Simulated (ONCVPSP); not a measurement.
**PBE ONCV dataset for Pr, scalar-relativistic all-electron reference.**

ONCVPSP 4.0.1 input, shortened (lines: element, Z, core and valence counts, functional; n l f; lmax; l rc ep ncon nbas qcut; lloc lpopt rc5 dvloc0; l nproj debl; icmod fcfact rcfact), PBE, scalar-relativistic:

```
  Pr 59.00   10    4        4      upf
    1    0    2.00
    2    0    2.00
    2    1    6.00
    3    0    2.00
    3    1    6.00
    3    2   10.00
    4    0    2.00
    4    1    6.00
    4    2   10.00
    5    0    2.00
    4    3    2.50
    5    1    6.00
    5    2    0.50
    6    0    2.00
    3
    0    2.90    0.00    4    7    2.60
    1    1.90    0.00    3    7    3.50
    2    4.00    0.00    3    7    4.80
    3    0.85    0.00    3    6   14.70
    3    5    0.85    0.00
    0    2    1.40
    1    2    3.60
    2    1    3.10
    3    0    3.10
    3    3.75    1.80
```

All-electron outer shells of the reference configuration (PBE, scalar-relativistic, ld1.x):

```
shell  level (eV)  outermost node (bohr)  outermost maximum (bohr)
   5s      -40.54                   0.74                      1.35
   5p      -22.69                   0.79                      1.53
   6s       -3.64                   1.80                      3.75
   4f       -3.54                      –                      0.69
   5d       -2.50                   0.90                      2.19
```

Task: Does the generator finish with these settings?

Result: No. ONCVPSP 4.0.1 stopped with "optimize: ERROR ps0norm > uunorm, code will stop": the continuity conditions at rc already need more norm inside rc than the all-electron wave has, so norm conservation cannot be met. It happened in the s channel.
